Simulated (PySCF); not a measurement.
**Computed properties of HP₂, SMILES P#[PH+], charge +1**

HP2, SMILES P#[PH+], charge +1. Geometry optimised at TPSSh-D3(BJ)/def2-TZVPD. The isomer is the one that the SMILES or the coordinates give; other isomers of the formula were not compared. The values are those of a single conformer. All values are computed for the isolated molecule unless a solvent is named; none is compared with measurement here.

**Structure.** The optimised structure has C∞v symmetry. All 4 harmonic modes at TPSSh-D3(BJ)/def2-TZVPD (PySCF) are real, so it is a minimum.

**Vibrations.** The strongest infrared lines (harmonic, unscaled, degenerate partners summed) lie at 2409 cm⁻¹ (147 km/mol, H 96 %), 140 cm⁻¹ (111 km/mol, H 89 %, P 11 %), 815 cm⁻¹ (9 km/mol, P 98 %). The softest mode is at 140 cm⁻¹ and the zero-point energy is 5.0 kcal/mol.

**Electronic structure.** HF/def2-TZVPD (PySCF) places the frontier levels at -17.05 and -5.89 eV, a gap of 11.16 eV and a mean polarisability of 42.7 bohr³. PBE/def2-TZVPD (PySCF) at the same geometry gives -14.02 and -10.21 eV, so its gap is 7.35 eV narrower. An orbital gap is neither the optical nor the fundamental gap.

**Excitations.** TDA-B3LYP/def2-TZVPD (PySCF) has S1 at 3.66 eV (339 nm, f = 0.000, dark); the most intense of the 10 singlets computed lies at 9.20 eV (f = 0.30). Strengths of degenerate partners are summed. T1 (TDA) is at 2.64 eV, 1.02 eV under S1. TDA-PBE/def2-TZVPD (PySCF) puts S1 at 3.81 eV. No vertical singlet excitation falls in the visible range (under 3.1 eV).

**NMR.** GIAO shifts at PBE0/pcSseg-2 (PySCF) (non-relativistic, atoms alike by connectivity averaged): ¹H at 8.5 ppm against TMS.

**Solvation.** SMD-PBE0/def2-SVP (PySCF) gives -68.2 kcal/mol in water, -52.3 kcal/mol in diethylether, -63.6 kcal/mol in cyclohexanone (1 M in both phases, gas-phase geometry); of these solvents water holds the molecule best.
